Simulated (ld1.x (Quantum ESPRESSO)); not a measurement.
**Debugging a pseudopotential input (samarium (Sm), ld1.x (Quantum ESPRESSO) 7.5)**

Command:

```bash
ld1.x < Sm.in > Sm.out
```

Input:

```
&input
   title='Sm', zed=62., rel=0, dft='PZ', iswitch=3,
   config='[Xe] 4f6 5d0 6s1.75 6p0.25',
   nld=4, rlderiv=4.70, eminld=-5.0, emaxld=5.0, deld=0.02
 /
 &inputp
   pseudotype=3, tm=.true., lloc=-1, rcloc=2.90,
   nlcc=.true., new_core_ps=.true.,
   which_augfun='PSQ', rmatch_augfun=1.25,
   file_pseudopw='Sm.UPF', file_wfcaegen='ae.wfc', file_wfcncgen='nc.wfc', file_beta='beta', file_chi='chi', file_wfcusgen='us.wfc'
 /
8
5S  1  0   2.00   0.00  2.00  2.15  0.0
6S  2  0   1.75   0.30  2.00  2.15  0.0
5P  2  1   6.00   0.00  3.35  3.65  0.0
6P  3  1   0.25   0.00  3.35  3.65  0.0
5D  3  2   0.00   0.00  4.00  4.35  0.0
5D  3  2   0.00   0.75  4.00  4.35  0.0
4F  4  3   6.00   0.00  1.15  1.40  0.0
4F  4  3   0.00   1.30  1.15  1.40  0.0
 &test
   configts(1)='4f6 5s2 5p6 5d0 6s1.75 6p0.25'
 /
```

Output:

```
Program LD1 v.7.5

 %%%%%%%%%%%%%%%%%%%%%%%%%%%%%%%%%%%%%%%%%%%%%%%%%%%%%%%%%%%%%%%%%%%%%%%%%%%%%%
     Error in routine ld1_readin (1):
     unbound states must be empty
 %%%%%%%%%%%%%%%%%%%%%%%%%%%%%%%%%%%%%%%%%%%%%%%%%%%%%%%%%%%%%%%%%%%%%%%%%%%%%%

     stopping ...
```

Question: This input was made by a single change from one that runs to its end. What was changed?

Answer: The change: an energy typed for the occupied state 6S. The program refuses the input: "ld1_readin: unbound states must be empty".
